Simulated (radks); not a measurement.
The numbers below are computed, except where a source is named.
Q: All-electron atom: the lead ion Pb19+ in [Kr] 4d10 4f14 5s2 5p1. Level of theory: Dirac Kohn-Sham, relativistic LDA (MacDonald-Vosko exchange, VWN5 correlation), spin-unpolarised, spherical densities, finite nucleus; open shells fill j = l - 1/2 first; Fermi nuclear charge, rms radius 5.5012 fm (a radial shooting solver on a logarithmic mesh with Libxc functionals). Some entries of the table are withheld. Estimate them.

orbital  occ.  eigenvalue (eV)  r(max) (bohr)  <r^2> (bohr^2)
1s1/2       2        -87721.43       0.009900             (1)
2s1/2       2        -16057.50        0.05764        0.005409
2p1/2       2        -15457.20        0.04215        0.003802
2p3/2       4        -13297.50        0.04984        0.004980
3s1/2       2        -4181.782         0.1620         0.03498
3p1/2       2        -3907.505         0.1508         0.03173
3p3/2       4        -3424.318         0.1663         0.03803
3d3/2       4        -2968.924         0.1289         0.02893
3d5/2       6        -2865.290         0.1331         0.03064
4s1/2       2        -1270.639         0.3632          0.1664
4p1/2       2        -1150.963         0.3603          0.1682
4p3/2       4        -1031.092         0.3916          0.1983
4d3/2       4        -834.3541         0.3817          0.2035
4d5/2       6        -811.5924         0.3912          0.2135
4f5/2       6        -554.5570         0.3429             (2)
4f7/2       8        -549.2017         0.3472             (3)
5s1/2       2        -530.3180         0.7583          0.6842
5p1/2       1        -484.0920         0.7820          0.7357
5p3/2       0        -452.7579         0.8389          0.8352

A: 
(1) 1s1/2 <r^2> (bohr^2): 0.0003609
(2) 4f5/2 <r^2> (bohr^2): 0.2214
(3) 4f7/2 <r^2> (bohr^2): 0.2265
